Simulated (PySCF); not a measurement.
C2H12N2Si2, SMILES C[SiH2]CN[SiH2]N. Atoms are numbered in the order given.

```xyz
18

C     -2.7759     0.8212    -0.9226
Si    -1.7380    -0.7428    -0.7903
C     -0.5634    -0.6413     0.6947
N      0.2374     0.5682     0.6420
Si     1.9567     0.6251     0.7893
N      2.6255    -0.5595    -0.2687
H     -2.1316     1.7079    -1.0301
H     -3.4384     0.7829    -1.8007
H     -3.4054     0.9566    -0.0290
H     -0.9194    -0.9031    -2.0347
H     -2.6358    -1.9380    -0.6617
H     -1.1161    -0.7547     1.6493
H      0.1130    -1.5106     0.6313
H     -0.2862     1.4341     0.6897
H      2.2796     2.0665     0.5285
H      2.5349     0.2559     2.1244
H      2.4606    -0.5398    -1.2682
H      3.4783    -1.0502    -0.0307
```
Charge 0, spin multiplicity 1.

The structure is a stationary point at PBE0-D3(BJ)/def2-SVP. The structure was generated by enumeration, and PubChem lists no compound with its InChIKey, so it may never have been made. One conformer was computed; it need not be the lowest.

Calculation: SMD-PBE0/def2-SVP run with PySCF.

Solvation free energies are E(SMD) − E(gas) at the gas-phase geometry, for 1 M in both phases. In vacuum the dipole moment is 0.44 D.

Question: Estimate the solvation free energies in water, n-hexane, dimethylsulfoxide. (The exact figures need the calculation; the answer reports its results.)

Answer: 
```csv
solvent,ΔG(solv) (kcal/mol),its non-electrostatic (CDS) part,dipole (D)
water,0.9,5.9,0.59
n-hexane,-1.9,-0.1,0.49
dimethylsulfoxide,-2.2,2.7,0.59
```
